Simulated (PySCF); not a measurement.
# Functional dependence of a UV spectrum

H11NSSi4.
Bonds: Si1–S2, S2–Si3, Si3–N4, N4–Si5, N4–Si6. Hydrogens: H7, H8, H9 on Si1; H10, H11 on Si3; H12, H13, H14 on Si5; H15, H16, H17 on Si6.

Linear-response calculations in the def2-SVPD basis (PySCF; singlets by full response, triplets Tamm–Dancoff, core orbitals frozen in the response; HF means time-dependent Hartree–Fock). 'Strongest' is the level of largest summed f among the singlets computed (10 roots, of which the last may lack a degenerate partner); it can jump between rows when another state enters that window. S1 is the lowest singlet of each run and needn't be the same state throughout; f(S1) is that of one state. One conformer (not necessarily the lowest) at the PBE0-D3(BJ)/def2-SVP geometry, without solvent, vibrations or thermal averaging.

| functional | kind | S1 (eV) | f(S1) | strongest (eV) | T1 (eV) | HOMO (eV) | gap (eV) | ionisation energy, ΔSCF (eV) |
| --- | --- | --- | --- | --- | --- | --- | --- | --- |
| LDA | LDA | 4.93 | 0.028 | 4.93 | 4.76 | -6.35 | 4.83 | 8.71 |
| PBE | GGA | 5.10 | 0.030 | 5.71 | 4.91 | -6.28 | 5.02 | 8.63 |
| B3LYP | global hybrid, 20% exact exchange | 5.70 | 0.025 | 6.36 | 5.42 | -7.22 | 6.62 | 8.99 |
| PBE0 | global hybrid, 25% exact exchange | 5.83 | 0.024 | 6.53 | 5.52 | -7.47 | 7.02 | 9.05 |
| BHandHLYP | global hybrid, 50% exact exchange | 6.31 | 0.019 | 7.60 | 5.93 | -8.51 | 8.93 | 9.27 |
| CAM-B3LYP | range-separated hybrid | 6.10 | 0.018 | 7.53 | 5.74 | -8.72 | 9.26 | 9.30 |
| wB97X-D | range-separated hybrid | 6.17 | 0.019 | 7.65 | 5.84 | -9.27 | 10.53 | 9.31 |
| LC-wPBE | range-separated hybrid | 6.52 | 0.013 | 7.57 | 6.09 | -10.09 | 11.68 | 9.55 |
| HF | Hartree–Fock | 7.06 | 0.012 | 8.68 | 6.56 | -10.22 | 12.40 | not settled |

S1 runs from 4.93 eV (LDA) to 7.06 eV (HF), a spread of 2.13 eV, while the orbital gap spreads over 7.6 eV. Along PBE (0%), B3LYP (20%), PBE0 (25%), BHandHLYP (50%), HF (100%) S1 rises with the share of exact exchange. −ε(HOMO) comes closest to its own ΔSCF ionisation energy with wB97X-D (-0.04 eV) and misses most with LDA (-2.36 eV). 'Not settled' means that the ion's SCF failed to converge or may have ended in another state than the lowest.
